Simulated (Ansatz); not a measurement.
Ansatz results at the PBE0-D4/def2-TZVP geometry: HOMO–LUMO gap (PBE/def2-TZVPP) 4.57 eV; LUMO energy (PBE0/def2-TZVPP) -1.02 eV; HOMO energy (ωB97M-V/def2-TZVPP) -9.72 eV.

Each molecule was computed in one conformer, which needn't be the lowest.

(1) Which molecule gave them?
A. `CB[Se]CF`
B. `Cl[CH2][ZnH]`
C. `C=C(C)C=O`
D. `[CH]1=[CH][GaH]1`

Results:

(1) A. The others give `[CH]1=[CH][GaH]1`: 3.59, -0.76, -8.38; `C=C(C)C=O`: 3.16, -1.70, -9.96; `Cl[CH2][ZnH]`: 4.61, -0.69, -9.47.
